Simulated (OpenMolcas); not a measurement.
**OpenMolcas run: Os6+**

Os6+ among 6 point charges of -1.7 e arranged as a trigonal prism (D3h), 1.92 Å from the ion, with a polar angle of 41.2° against the regular 49.1°.

Input:

```
&GATEWAY
Coord
1

Os 0.0 0.0 0.0
Basis=ANO-RCC-VDZP
Group=NoSym
NoMove
AngMom=0.0 0.0 0.0
AMFI
XField
6 Angstrom 0
1.265793 0.000000 1.443665 -1.700000
-0.632896 1.096209 1.443665 -1.700000
-0.632896 -1.096209 1.443665 -1.700000
1.265793 0.000000 -1.443665 -1.700000
-0.632896 1.096209 -1.443665 -1.700000
-0.632896 -1.096209 -1.443665 -1.700000
&SEWARD
&RASSCF
FileOrb=start.orb
Symmetry=1
Spin=3
nActEl=2 0 0
Inactive=34
Ras2=5
CIRoot=10 10 1
SDav=10
CIMx=300
Iter=120 100
PrWF=0.3
OrbListing=Nothing
MaxOrb=0
>>> COPY $Project.JobIph JOB001
&RASSCF
FileOrb=start.orb
Symmetry=1
Spin=1
nActEl=2 0 0
Inactive=34
Ras2=5
CIRoot=15 15 1
SDav=15
CIMx=300
Iter=120 100
PrWF=0.3
OrbListing=Nothing
MaxOrb=0
>>> COPY $Project.JobIph JOB002
&RASSI
NrOfJobIphs=2 10 15
1 2 3 4 5 6 7 8 9 10
1 2 3 4 5 6 7 8 9 10 11 12 13 14 15
IphNames
JOB001
JOB002
EJob
SpinOrbit
DIPRint=1.0
SOCoupling=1000.0
Subsets=2
Property=9
'ANGMOM' 1 'ANGMOM' 2 'ANGMOM' 3 'MLTPL  1' 1 'MLTPL  1' 2 'MLTPL  1' 3
'AMFI' 1 'AMFI' 2 'AMFI' 3
SOProperty=3
'ANGMOM' 1 'ANGMOM' 2 'ANGMOM' 3
```

Launched by
```bash
OMP_NUM_THREADS=1 MOLCAS_MEM=1689 MOLCAS_PROJECT=a pymolcas a.inp > a.log  # once for each step of the input, in one work folder
```

A driver script runs the steps one by one and writes start.orb anew before each from the orbitals found so far.

Output, cut to the results:

```
--- SEWARD ---
Basis set label: OS.ANO-RCC...7S6P4D2F1G.

      Electronic valence basis set:
      ------------------
      Associated Effective Charge  76.000000 au
      Associated Actual Charge     76.000000 au
      Nuclear Model: Point charge

      Shell  nPrim  nBasis  Cartesian Spherical Contaminant
         s      24       7        X
         p      21       6        X
         d      15       4                 X
         f      11       2                 X
         g       4       1                 X
                  Relativistic Douglas-Kroll-Hess integrals:
                    - DKH order of Hamiltonian: 2
                    - DKH order of Properties : 0
                  Atomic mean-field integrals
--- RASSCF ---
Wave function specifications:
      -----------------------------

      Number of closed shell electrons          68
      Number of electrons in active shells       2
      Max number of holes in RAS1 space          0
      Max nr of electrons in RAS3 space          0
      Number of inactive orbitals               34
      Number of active orbitals                  5
      Number of secondary orbitals              29
      Spin quantum number                      1.0
      State symmetry                             1
Orbital specifications:
      -----------------------

      Symmetry species                           1
                                                 a
      Frozen orbitals                            0
      Inactive orbitals                         34
      Active orbitals                            5
      RAS1 orbitals                              0
      RAS2 orbitals                              5
      RAS3 orbitals                              0
      Secondary orbitals                        29
      Deleted orbitals                           0
      Number of basis functions                 68
      Number of CSFs                            10
      Number of root(s) required                10
      Iter CI   SX   CI       RASSCF       Energy    max ROT     max BLB   max BLB  Level Ln srch  Step   QN
          iter iter root      energy       change     param      element    value   shift minimum  type update
 Nr of preliminary CI iterations:   1
      Total energies have been shifted. Add               -17000.00 au
        1   1    8    0  -246.10408272    0.00E+00   2.96E-01*  34  44 1  5.06E-01*  0.00   0.00    SX    NO
        2   1    8    0  -246.51945098   -4.15E-01*  5.18E-02   24  53 1 -2.42E-01*  0.00   0.00    SX    NO
        3   1    8    0  -246.54279047   -2.33E-02*  2.33E-02   30  59 1  1.39E-01*  0.00   0.00    SX    NO
        4   1    7    0  -246.54986283   -7.07E-03*  1.77E-02   30  59 1 -8.57E-02*  0.00   0.00    SX    NO
        5   1    7    0  -246.55257424   -2.71E-03*  7.04E-03   30  59 1  5.55E-02*  0.00   0.61    QN   YES
        6   1    6    0  -246.55449449   -1.92E-03*  2.61E-04   30  59 1  2.23E-03*  0.00   1.04    QN   YES
        7   1    5    0  -246.55449748   -2.99E-06* -8.10E-05   37  41 1 -2.28E-05   0.00   0.99    QN   YES
        8   1    4    0  -246.55449748   -1.93E-09  -2.29E-05   37  41 1  9.23E-06   0.00   0.73    QN   YES
      Convergence after  8 iterations
        9   1    4    0  -246.55449748   -2.91E-10  -2.29E-05   33  35 1 -1.28E-06   0.00   0.73    QN   YES
      Natural orbitals and occupation numbers for root  1
      sym 1:   0.965573   0.034427  -0.000000   0.034427   0.965573
      Natural orbitals and occupation numbers for root  2
      sym 1:   1.000000   0.000000   1.000000   0.000000   0.000000
      Natural orbitals and occupation numbers for root  3
      sym 1:  -0.000000  -0.000000   1.000000   0.000000   1.000000
::    RASSCF root number  1 Total energy: -17246.62373110
::    RASSCF root number  2 Total energy: -17246.59620598
::    RASSCF root number  3 Total energy: -17246.59620597
::    RASSCF root number  4 Total energy: -17246.58575664
::    RASSCF root number  5 Total energy: -17246.58575625
::    RASSCF root number  6 Total energy: -17246.57057803
::    RASSCF root number  7 Total energy: -17246.57057802
::    RASSCF root number  8 Total energy: -17246.48507809
::    RASSCF root number  9 Total energy: -17246.46554241
::    RASSCF root number 10 Total energy: -17246.46554234
--- RASSCF ---
Wave function specifications:
      -----------------------------

      Number of closed shell electrons          68
      Number of electrons in active shells       2
...
--- RASSI ---
SPIN-FREE ENERGIES:
  (Shifted by EMIN (a.u.) =     -17246.6237311004)

 SF State       Relative EMIN(au)   Rel lowest level(eV)    D:o, cm**(-1)      L_eff

     1             0.0000000000        0.0000000000              0.0000         1.9
     2             0.0275251235        0.7489967663           6041.0663         3.0
     3             0.0275251308        0.7489969663           6041.0679         3.0
     4             0.0379744640        1.0333378068           8334.4315         3.0
     5             0.0379748554        1.0333484574           8334.5174         3.0
    11             0.0391825388        1.0662111969           8599.5733         4.0
    12             0.0391825388        1.0662111969           8599.5733         4.0
    13             0.0435832461        1.1859605448           9565.4169         1.9
     6             0.0531530716        1.4463687606          11665.7508         2.8
     7             0.0531530815        1.4463690307          11665.7530         2.8
    14             0.0961390645        2.6160772169          21100.0857         2.1
    15             0.0961390765        2.6160775429          21100.0884         2.1
    16             0.0998014587        2.7157360396          21903.8883         2.7
    17             0.0998014659        2.7157362359          21903.8899         2.7
    18             0.1233802797        3.3573484451          27078.8414         4.0
    19             0.1234386179        3.3589359087          27091.6452         4.0
     8             0.1386530106        3.7729406267          30430.8184         2.4
     9             0.1581886877        4.3045334807          34718.4039         1.4
    10             0.1581887616        4.3045354915          34718.4201         1.4
    20             0.1873857391        5.0990257239          41126.4160         3.8
    21             0.1906034365        5.1865837301          41832.6190         3.9
...
```

Spin-orbit levels above the lowest (labels of D3, the rotations of D3h):

| E (cm-1) | Degeneracy | Label | 2S+1 | g |
| --- | --- | --- | --- | --- |
| 0.0 | 1 | A1 | 3 (76 %) |  |
| 4710 | 2 | E | 3 | 0.00 0.00 2.78 |
| 4865 | 2 | E | 3 | 0.00 0.00 1.02 |
| 8875 | 2 | E | 3 | 0.00 0.00 3.49 |
| 14639 | 2 |  | 3 | 0.00 0.00 6.74 |
| 15625 | 2 | E | 3 | 0.00 0.00 3.84 |
| 15632 | 2 | E | 1 (79 %) | 0.00 0.00 8.37 |
| 18978 | 1 | A2 | 3 |  |
| 20197 | 1 | A1 | 3 |  |
| 20946 | 2 | E | 3 (83 %) | 0.00 0.00 1.58 |
| 22627 | 1 | A1 | 3 (88 %) |  |
| 22629 | 1 | A2 | 3 (88 %) |  |
| 24284 | 2 | E | 3 (78 %) | 0.00 0.00 5.08 |
| 24855 | 1 | A1 | 1 (73 %) |  |
| 28915 | 2 | E | 3 (79 %) | 0.00 0.00 9.58 |
| 33943 | 2 | E | 1 (60 %) | 0.00 0.00 4.49 |
| 34068 | 1 | A1 | 3 |  |
| 34569 | 2 | E | 1 (59 %) | 0.00 0.00 2.19 |
| 38795 | 1 | A1 | 1 (88 %) |  |
| 38806 | 1 | A2 | 1 (88 %) |  |

Spin-orbit coupling mixes the spin-free states strongly: the lowest level takes only 59 % from its leading state, 3A2. Without dynamic correlation the repulsion within the d shell is too large (B by tens of per cent), so at a given field states of lower spin stand too high. This is an electrostatic model: the charges have no orbitals. An unlabelled pair can be two single states that coincide in this model. No measured value stands beside these numbers.

With an even number of electrons the g values are those of a degenerate or nearly degenerate non-Kramers pair.
